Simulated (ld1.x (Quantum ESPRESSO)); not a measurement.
revPBE TM dataset for Os (Z = 76), fully relativistic all-electron reference.

```
Element                 : Os
Generator               : ld1.x (Quantum ESPRESSO) 7.5
Type                    : norm-conserving Troullier–Martins (Kleinman–Bylander form)
Functional              : revPBE
Relativity              : fully relativistic
Frozen core             : [Xe] 4f14
Valence charge          : 8
Reference configuration : 5d6 6s0 6p0 (charge +2)
Partial waves           : 6s (bound, empty): rc 1.80 bohr; 6p (bound, empty): rc 2.65 bohr; 5d (bound): rc 1.30 bohr
Local potential         : the d channel
Core correction         : a·sin(br)/r model core inside 0.95 bohr
```

Open shells are filled in proportion to 2j + 1 (rel_dist='average').

All-electron outer shells of the reference configuration (revPBE, scalar-relativistic, ld1.x):

```csv
shell,level (eV),outermost node (bohr),outermost maximum (bohr)
5p,-67.95,0.55,1.03
5d,-22.83,0.60,1.34
6s,-20.64,1.20,2.33
6p,-13.65,1.41,2.95
```

What the tests gave:

- Cutoffs needed: 35 Ry and 60 Ry (the cutoffs (Ry, on a coarse ladder) from which the occupation-weighted sum of valence levels, in a spherical-Bessel basis at the reference potential, stays within 10 and 1 mRy of its value at 400 Ry)
- Ghost test: ghost states, extra bound levels that the all-electron valence spectrum of the same l lacks: s at -53.7 eV, p3/2 at -23.3 eV, p1/2 at -14.4 eV; a true bound ghost makes a file unfit for plane-wave use (spherical-Bessel basis up to 400 Ry, 20 bohr box)
- Largest excitation error: -436 meV (all-electron minus pseudo) for 5d4 6s0 6p0, out of 7 test configurations

Note: ghost states, extra bound levels that the all-electron valence spectrum of the same l lacks: s at -53.7 eV, p3/2 at -23.3 eV, p1/2 at -14.4 eV. A true bound ghost makes a file unfit for plane-wave use. The potential misses its own reference levels by up to 0.7 eV.

Generation and tests took about 2.2 s on one core of a shared server CPU.
